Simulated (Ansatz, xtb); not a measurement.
A geometry optimisation of C3H6ClGaO with r2SCAN-D4/def2-SVP

The starting geometry of this gas-phase singlet was built from a drawn formula by distance geometry; its bonds are those of `[CH3][Ga]([Cl])[CH2]C=O`.

```xyz
12

C    -1.7479    1.7071   -2.4385
C    -0.4888    0.0348   -0.1929
C     0.6023    0.1310   -1.0984
Cl   -4.0667    1.0828    0.0389
Ga   -1.9729    1.3230   -0.4833
O     0.7308   -0.5614   -2.0861
H    -2.3757    2.6472   -2.5888
H    -0.6688    1.9626   -2.7178
H    -2.0371    0.9079   -2.9817
H    -0.2400    0.2392    0.9042
H    -1.0991   -0.9165   -0.2803
H     1.4309    0.8180   -0.8478
```

Q: Predict what becomes of its bonds when it is optimised with r2SCAN-D4/def2-SVP.

A: It keeps its bonds, and is `[CH3][Ga]([Cl])[CH2]C=O`.

The energy falls by 1.31 eV over 36 steps:

```json
{"step": "1", "E − E(last) (eV)": "1.309"}
{"step": "5", "E − E(last) (eV)": "0.052"}
{"step": "9", "E − E(last) (eV)": "0.008"}
{"step": "13", "E − E(last) (eV)": "0.006"}
{"step": "17", "E − E(last) (eV)": "0.004"}
{"step": "20", "E − E(last) (eV)": "0.003"}
{"step": "24", "E − E(last) (eV)": "0.001"}
{"step": "28", "E − E(last) (eV)": "0.001"}
{"step": "32", "E − E(last) (eV)": "0.000"}
{"step": "36", "E − E(last) (eV)": "0.000"}
```

Final geometry (Å):

```xyz
12

C    -1.9458    1.7929   -2.6964
C    -0.4972   -0.0982   -0.0853
C     0.7758    0.1496   -0.8069
Cl   -3.6930    1.1677    0.3190
Ga   -1.9362    0.9742   -0.9344
O     1.0108   -0.2349   -1.9331
H    -1.9350    2.8899   -2.5901
H    -1.0658    1.4766   -3.2751
H    -2.8647    1.5182   -3.2364
H    -0.4544    0.0882    0.9977
H    -0.8543   -1.1262   -0.2817
H     1.5270    0.7778   -0.2500
```

From the same start GFN2-xTB ends elsewhere, differing in C2–Ga5 (3.51 against 1.99 Å here), Ga5–O6 (1.78 against 3.34 Å here).

The end wasn't checked by frequencies. Run with Ansatz 0.2.0, 93 s on 2 threads of Intel(R) Xeon(R) 6975P-C (Granite Rapids), with other jobs on the host.
